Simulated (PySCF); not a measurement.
ClH3S2Si. Atoms are numbered in the order given.

```xyz
7

Si     0.1973     0.0994    -0.4791
S     -0.9470     1.7095     0.3720
S     -0.9637    -1.6897    -0.7252
Cl     1.7939    -0.1170     0.8339
H      0.7431     0.3762    -1.8446
H     -1.9693     1.5467    -0.5169
H     -1.4608    -1.6421     0.5438
```
Charge 0, spin multiplicity 1.

Geometry: PBE-D3(BJ)/def2-SVP. The values are those of a single conformer.

Level of theory: ωB97X/def2-TZVP run with PySCF.

The molecule is in vacuum.

Computed frontier levels, gap, dipole moment and polarisability:
```json
{
 "highest_occupied_level": "-10.14 eV",
 "lowest_empty_level": "1.56 eV",
 "orbital_gap": "11.70 eV",
 "dipole_moment": "1.49 D",
 "quadrupole, principal values (traceless, Buckingham form, about the centre of nuclear charge)": "-5.54, 1.77, 3.77 D·Å",
 "mean_static_polarisability": "73.0 bohr³ (10.82 Å³)",
 "polarisability_principal_values": "60.9, 76.5, 81.6 bohr³"
}
```
